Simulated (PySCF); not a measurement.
The multiplicity is imposed and other spin states were not computed.

B3LYP has the VWN-RPA correlation part, as in Gaussian. 

Cartesian coordinates (Å):
```xyz
7

Zn    -0.0682    -0.0465    -0.0255
C      1.5328    -0.9966    -0.5648
H      2.0443    -0.4629    -1.3917
H      1.2904    -2.0209    -0.9137
H      2.2463    -1.0799     0.2802
S     -1.8825     1.0438     0.5612
H     -1.8399     0.5102     1.8165
```
Charge 0, spin multiplicity 1.

Predict the HOMO–LUMO gap, charge on the central atom (Mulliken), LUMO, dipole moment and total energy from B3LYP-D3(BJ)/def2-TZVP // PBE-D3(BJ)/def2-SVP (PySCF 2.14.0).


```
Property                                      Result
-------------------------------------  -------------
HOMO–LUMO gap                                6.20 eV
charge on the central atom (Mulliken)         0.37 e
LUMO                                        -0.65 eV
dipole moment                                 1.80 D
total energy                           -2218.2426 Ha
```
